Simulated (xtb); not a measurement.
cycl[3.3.3]borane (C₁₂H₉B), SMILES C1=CC2=CC=CC3=CC=CC(=C1)B23. All values are semi-empirical tight-binding results from xtb (GFN2-xTB unless named), good for trends rather than for accurate numbers. Coordinates come from a GFN2-xTB optimisation.

Optimised geometry:

```xyz
22

C     -1.0500     2.6081     0.0000
C     -1.9480     1.5694     0.0000
C     -1.4929     0.2181     0.0000
C     -2.2936    -0.9124     0.0000
C     -1.7337    -2.2134     0.0000
C     -0.3851    -2.4717     0.0000
C      0.5576    -1.4020     0.0000
C      1.9369    -1.5301     0.0000
C      2.7837    -0.3948     0.0000
C      2.3332     0.9023     0.0000
C      0.9353     1.1839     0.0000
C      0.3567     2.4425     0.0000
B      0.0000     0.0000     0.0000
H     -1.4293     3.6220     0.0000
H     -3.0103     1.7899     0.0000
H     -3.3772    -0.8346     0.0000
H     -2.4221    -3.0488     0.0000
H     -0.0449    -3.5019     0.0000
H      2.4113    -2.5074     0.0000
H      3.8514    -0.5732     0.0000
H      3.0552     1.7120     0.0000
H      0.9658     3.3420     0.0000
```

Computed properties:
point group as xtb finds it: D3h
orbital gap: 0.65 eV
dipole moment: 0.00 D
zero-point energy: 104.1 kcal/mol
G − E(el) at 298.15 K (modified RRHO): 83.4 kcal/mol
static polarisability (D4 model): 135.8 bohr³
solvation energy, GFN2-xTB/ALPB(water): -1.3 kcal/mol
solvation energy, GFN2-xTB/ALPB(octanol): -7.1 kcal/mol

### Question
Give the IR lines (harmonic; lines under 4 % of the strongest left out, lines within 3 cm⁻¹ merged). (An estimate is asked for; the answer gives what the named calculation found.)

### Answer
ν (cm⁻¹): 664 (w), 808 (w), 1032 (w), 1242 (w), 1364 (w), 1403 (m), 1497 (vs), 1568 (vs), 3001 (m), 3017 (m), 3057 (s) (against the strongest line: vs over 80 %, s over 45 %, m over 15 %, w over 4 %, vw less)

Computed atomic charges and the Wiberg bond orders between heavy atoms:
charges (e) C1 -0.05, C2 -0.01, C3 -0.07, C4 0.00, C5 -0.05, C6 -0.01, C7 -0.07, C8 0.00, C9 -0.05, C10 -0.01, C11 -0.07, C12 0.00, B13 0.16, H14 0.03, H15 0.03, H16 0.03, H17 0.03, H18 0.03, H19 0.03, H20 0.03, H21 0.03, H22 0.03. Bond orders C1–C2 1.56, C2–C3 1.21, C3–C4 1.44, C4–C5 1.30, C5–C6 1.56, C6–C7 1.21, C7–C8 1.44, C8–C9 1.30, C9–C10 1.56, C10–C11 1.21, C1–C12 1.30, C11–C12 1.44, C3–B13 1.10, C7–B13 1.10, C11–B13 1.10.
